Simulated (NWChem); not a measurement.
System: Si$_{2}$H$_{3}$ cation, singlet

NWChem input:

```
start job
memory heap 200 mb stack 700 mb global 900 mb
charge 1
geometry units angstroms noautosym nocenter noautoz
  Si     0.000000     0.000000     1.332612
  Si     0.000000     0.000000    -1.075436
  H      1.209014    -0.792717    -1.449729
  H      0.082007     1.443395    -1.449729
  H     -1.291020    -0.650678    -1.449729
end
basis spherical
  * library def2-svp
end
dft
  xc m06-2x
  iterations 150
end
cosmo
  do_cosmo_smd true
  solvent water
end
task dft energy
```

Parts of the log:

```
             Northwest Computational Chemistry Package (NWChem) 7.3.0
             --------------------------------------------------------

                             Geometry "geometry" -> ""
                             -------------------------

 Output coordinates in angstroms (scale by  1.889725989 to convert to a.u.)

  No.       Tag          Charge          X              Y              Z
 ---- ---------------- ---------- -------------- -------------- --------------
    1 Si                  14.0000     0.00000000     0.00000000     1.33261200
    2 Si                  14.0000     0.00000000     0.00000000    -1.07543600
    3 H                    1.0000     1.20901400    -0.79271700    -1.44972900
    4 H                    1.0000     0.08200700     1.44339500    -1.44972900
    5 H                    1.0000    -1.29102000    -0.65067800    -1.44972900

 Effective nuclear repulsion energy (a.u.)      65.6765101391

                                 NWChem DFT Module
                                 -----------------

 Summary of "ao basis" -> "ao basis" (spherical)
 ------------------------------------------------------------------------------
       Tag                 Description            Shells   Functions and Types
 ---------------- ------------------------------  ------  ---------------------
 Si                         def2-svp                 8       18   4s3p1d
 H                          def2-svp                 3        5   2s1p

 in cosmo_initialize ...
 calling solv_data for solv:h2o

 solvent parameters
 solvname_short: h2o
 solvname_long:  water
 dielec:       78.4000
 dielecinf:     1.7769
 aqueous SMD model solvent descriptors
 dielec:       78.4000
 sola:          0.8200

          ---------------
          -cosmo- solvent
          ---------------
 Cosmo: York-Karplus, doi: 10.1021/jp992097l
 dielectric constant -eps-     =  78.40
 screen = (eps-1)/(eps    )    =   0.98724
 surface charge correction     = lagrangian

   van der Waals surface
 --------------------------

 ---------- ATOMIC COORDINATES (A.U.) ------------ VDWR(ANG.) --
     1    0.00000000    0.00000000    2.51827153     2.470
     2    0.00000000    0.00000000   -2.03227936     2.470
     3    2.28470518   -1.49801792   -2.73959057     1.200
     4    0.15497076    2.72762104   -2.73959057     1.200
     5   -2.43967405   -1.22960313   -2.73959057     1.200
 number of segments per atom =        128
 number of   points per atom =        128
 atom (   nspa,  nppa )
 ----------------------
    1 (    100,     0 )       0
    2 (     92,     0 )       0
    3 (     32,     0 )       0
    4 (     32,     0 )       0
    5 (     34,     0 )       0
 number of -cosmo- surface points =      290
 molecular surface =    112.509 angstrom**2
 molecular volume  =     98.255 angstrom**3
 -lineq- algorithm             =   0
 -bem- low  level              =   3
 -bem- from -octahedral-
 gaussian surface charge width =   4.50000
 degree of switching           =   1.00000
 switching function tolerance  =   0.00010
 atomic radii =
 --------------
    1 14.000  2.470
    2 14.000  2.470
    3  1.000  1.200
    4  1.000  1.200
    5  1.000  1.200
 ...... end of -cosmo- initialization ......

 nat:                     5
 ixmem:                  1509
 calling mnsol_interface()
 G(SMD-CDS) energy (kcal/mol)  =     1.632
 SMD-CDS SASA (angstrom**2)    =   125.476

            General Information
            -------------------
          SCF calculation type: DFT
          Wavefunction type:  closed shell.
          No. of atoms     :     5
          No. of electrons :    30
           Alpha electrons :    15
            Beta electrons :    15
          Charge           :     1
          Spin multiplicity:     1
          Use of symmetry is: off; symmetry adaption is: off
          Maximum number of iterations: 150
          AO basis - number of functions:    51
                     number of shells:    25
          Convergence on energy requested:  1.00D-06
          Convergence on density requested:  1.00D-05
          Convergence on gradient requested:  5.00D-04

[...]

                                COSMO-SMD solvation results
                                ---------------------------

             internal energy in gas <Psi(g)|H|Psi(g)> =      -580.174125272996
         internal energy in solvent <Psi(s)|H|Psi(s)> =      -580.172915695227
                               delta internal energy  =         0.001209577769 (    0.76 kcal/mol)
   total free energy in solvent <Psi(s)|H+V/2|Psi(s)> =      -580.270215520260
 polarization energy contribution <Psi(s)|V/2|Psi(s)> =        -0.097299825033 (  -61.06 kcal/mol)
    total free energy in solvent including G(SMD-CDS) =      -580.267615048523
                       G(SMD-CDS) energy contribution =         0.002600471737 (    1.63 kcal/mol)
     1 M fixed-concentration free energy of solvation =        -0.093489775527 (  -58.67 kcal/mol)

                       DFT Final Molecular Orbital Analysis
                       ------------------------------------

 Vector   13  Occ=2.000000D+00  E=-4.390157D-01
              MO Center= -1.4D-01,  4.4D-01, -1.3D+00, r^2= 2.2D+00
   Bfn.  Coefficient  Atom+Function         Bfn.  Coefficient  Atom+Function
  ----- ------------  ---------------      ----- ------------  ---------------
    42      0.361694  4 H  s                 27      0.305178  2 Si py
    47     -0.240399  5 H  s                 30      0.237589  2 Si py
    24     -0.169434  2 Si py                43      0.156755  4 H  s
    37     -0.121378  3 H  s                 48     -0.104016  5 H  s
    26      0.076150  2 Si px                36     -0.061630  2 Si d  2

 Vector   14  Occ=2.000000D+00  E=-4.389085D-01
              MO Center=  1.4D-01, -4.4D-01, -1.3D+00, r^2= 2.2D+00
   Bfn.  Coefficient  Atom+Function         Bfn.  Coefficient  Atom+Function
  ----- ------------  ---------------      ----- ------------  ---------------
    37      0.347599  3 H  s                 26      0.305302  2 Si px
    47     -0.278842  5 H  s                 29      0.237875  2 Si px
    23     -0.169481  2 Si px                38      0.150186  3 H  s
    48     -0.120585  5 H  s                 27     -0.076148  2 Si py
    42     -0.068686  4 H  s                 32     -0.061608  2 Si d -2

 Vector   15  Occ=2.000000D+00  E=-3.403556D-01
              MO Center=  1.6D-05, -1.2D-04,  7.1D-01, r^2= 3.4D+00
   Bfn.  Coefficient  Atom+Function         Bfn.  Coefficient  Atom+Function
  ----- ------------  ---------------      ----- ------------  ---------------
    10      0.410261  1 Si pz                13      0.337139  1 Si pz
    28     -0.276746  2 Si pz                 3      0.252663  1 Si s
    31     -0.248392  2 Si pz                 7     -0.195359  1 Si pz
     4      0.191507  1 Si s                 25      0.144053  2 Si pz
     2      0.134620  1 Si s                 22     -0.089000  2 Si s

 Vector   16  Occ=0.000000D+00  E=-1.409180D-01
              MO Center=  1.9D-03,  1.2D-02,  1.2D+00, r^2= 2.6D+00
   Bfn.  Coefficient  Atom+Function         Bfn.  Coefficient  Atom+Function
  ----- ------------  ---------------      ----- ------------  ---------------
    12      0.633957  1 Si py                 9      0.463694  1 Si py
     6     -0.231233  1 Si py                43     -0.144227  4 H  s
    42     -0.097370  4 H  s                 38      0.077941  3 H  s
    30      0.070539  2 Si py                48      0.065889  5 H  s
    33      0.061645  2 Si d -1              37      0.052791  3 H  s

 Vector   17  Occ=0.000000D+00  E=-1.409035D-01
              MO Center= -1.9D-03, -1.2D-02,  1.2D+00, r^2= 2.6D+00
   Bfn.  Coefficient  Atom+Function         Bfn.  Coefficient  Atom+Function
  ----- ------------  ---------------      ----- ------------  ---------------
    11      0.633874  1 Si px                 8      0.463745  1 Si px
     5     -0.231242  1 Si px                48      0.128347  5 H  s
    38     -0.121305  3 H  s                 47      0.086750  5 H  s
    37     -0.082056  3 H  s                 29      0.070548  2 Si px
    35     -0.061692  2 Si d  1              17      0.026115  1 Si d  1

 Vector   18  Occ=0.000000D+00  E= 2.589093D-02
              MO Center=  1.4D-05,  1.6D-04, -2.0D-01, r^2= 5.3D+00
   Bfn.  Coefficient  Atom+Function         Bfn.  Coefficient  Atom+Function
  ----- ------------  ---------------      ----- ------------  ---------------
    31      1.157119  2 Si pz                13      0.982953  1 Si pz
     4     -0.514945  1 Si s                 22      0.474901  2 Si s
     3     -0.411760  1 Si s                 10      0.269502  1 Si pz
    28      0.256317  2 Si pz                21      0.231293  2 Si s
     2     -0.164348  1 Si s                 25     -0.149128  2 Si pz

     Multipole analysis of the density
     ---------------------------------

     L   x y z        total         alpha         beta         nuclear
     -   - - -        -----         -----         ----         -------
     0   0 0 0      1.000000    -15.000000    -15.000000     31.000000

     1   1 0 0      0.000439      0.000219      0.000219      0.000002
     1   0 1 0     -0.001685     -0.000842     -0.000842     -0.000000
     1   0 0 1      1.287601      1.351241      1.351241     -1.414881

     2   2 0 0    -16.782782    -13.989343    -13.989343     11.195903
     2   1 1 0     -0.000876     -0.000439     -0.000439      0.000003
     2   1 0 1     -0.001338     -0.000666     -0.000666     -0.000005
     2   0 2 0    -16.786583    -13.991240    -13.991240     11.195898
     2   0 1 1      0.004744      0.002372      0.002372      0.000000
     2   0 0 2    -14.582936    -91.852459    -91.852459    169.121982
```

Level: M06-2X/def2-SVP, SMD on the gas-phase geometry. Low-valent species are run as closed-shell singlets; no triplet was tried in these runs. Coordinates come from a PBE0/def2-SVP optimisation. Solvent: water.
